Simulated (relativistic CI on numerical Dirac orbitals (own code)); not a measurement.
d4 in a ligand field

Computed with a parametric ligand-field model of a d^n configuration (Racah B and C, spin-orbit zeta, crystal field), exact diagonalisation.

Field parameters in Wybourne normalisation: Oh B⁴₀ = 21Dq, B⁴₄ = √(5/14) B⁴₀. The field is a parameter set, without covalency.

B = 950 cm⁻¹, C = 4920 cm⁻¹ (C/B = 5.18), Oh, no spin-orbit coupling. Tanabe-Sugano data, E/B above the lowest term (Δ = |10Dq|; b, c mark the second and third term of a kind):

```csv
Δ/B,5E,5T2,3T1,3E,3T2,1T2,1E,1A1
1.0,0.00,1.00,24.64,24.89,25.51,36.99,36.90,38.11
5.0,0.00,5.00,22.58,25.30,27.19,35.34,35.34,39.20
9.0,0.00,9.00,19.45,25.49,27.71,32.53,33.01,38.65
13.0,0.00,13.00,15.99,25.60,27.95,29.33,30.16,37.45
17.0,0.00,17.00,12.37,25.66,28.08,25.92,26.99,35.86
21.0,0.00,21.00,8.66,25.71,28.17,22.40,23.60,33.93
25.0,0.00,25.00,4.89,25.74,28.24,18.79,20.06,31.72
29.0,0.00,29.00,1.07,25.76,28.29,15.12,16.42,29.26
33.0,2.77,35.77,0.00,28.56,31.10,14.18,15.49,29.35
37.0,6.64,43.64,0.00,32.44,35.00,14.29,15.59,30.36
41.0,10.53,51.53,0.00,36.35,38.92,14.40,15.68,31.23
45.0,14.44,59.44,0.00,40.26,42.84,14.50,15.75,31.98
```

The ground term changes from 5E to 3T1 between Δ/B = 29.0 and 33.0.
